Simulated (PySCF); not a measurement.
**LaSCl, singlet: computed properties**

These are results of PySCF, PBE0, basis La def2-TZVP with ECP46, S def2-TZVP, Cl def2-TZVP (scalar-relativistic core potentials, no spin–orbit coupling, density fitting), not measurements.

The structure is a minimum.

- Point group: Cs
- Bond lengths: La–Cl 2.621 Å, La–S 2.417 Å
- Bond angles: Cl–La–S 112.1°
- Rotational constants: 0.1911, 0.05718, 0.04401 cm⁻¹
- Principal quadrupole moments (Buckingham, traceless) about the centre of mass: -24.32, 9.77, 14.55 D Å
- Principal polarisabilities: 50.7, 67.4, 118.0 bohr³
- Rotational symmetry number: 1
- Highest occupied level: -6.19 eV
- Dipole moment: 8.53 D
- Entropy at 298.15 K and 1 bar: 315.0 J/(mol K)
- Zero-point energy: 5.1 kJ/mol
- Lowest empty level: -2.45 eV
- Enthalpy at 298.15 K above 0 K: 13.64 kJ/mol
- Heat capacity Cp at 298.15 K: 54.0 J/(mol K)

Harmonic modes (masses in u: La 138.906, S 31.972, Cl 34.969):
```csv
symmetry,ω (cm⁻¹),IR (km/mol),μ (u),type
a',91,7.7,38.23,bend
a',310,87.1,41.64,stretch
a',453,94.3,37.37,stretch
```

Charges (e):
```json
{"atom": "La1", "Mulliken": "1.00", "Löwdin": "0.32", "polar tensor": "1.69", "Mayer order to La1": "–"}
{"atom": "S2", "Mulliken": "-0.53", "Löwdin": "-0.17", "polar tensor": "-0.94", "Mayer order to La1": "2.23"}
{"atom": "Cl3", "Mulliken": "-0.47", "Löwdin": "-0.15", "polar tensor": "-0.75", "Mayer order to La1": "0.92"}
```

Mulliken populations on La1 (electrons outside its core potential): s 2.14, p 6.11, d 1.65, f 0.09.

Formally La is in oxidation state +3, with 0 electrons left for the f, d and s shells; the Mulliken f population is 0.09.

Other isomers or separated fragments may lie lower.

The final relaxation and frequency run took of the order of 5 core-minutes on a shared host.
